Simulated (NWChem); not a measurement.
Molecule: MgCl₂; SMILES [Mg]([Cl])[Cl]

Program: NWChem. The geometry was optimised at PBE0/def2-SVP. Level TPSS/def2-SVP: single points from the atomic guess with DIIS by default; each run changes one setting, and all converged runs end within 0.3 mHa of each other.

Which setting needs the most SCF iterations, or fails (core-Hamiltonian guess; DIIS on 20 Fock matrices; defaults; no level shifting; DIIS on 3 Fock matrices)?

core-Hamiltonian guess, with 10 against 6 for the defaults.
| setting | SCF iterations |
|---|---|
| defaults | 6 |
| no level shifting | 6 |
| DIIS on 3 Fock matrices | 7 |
| core-Hamiltonian guess | 10 |
| DIIS on 20 Fock matrices | 6 |
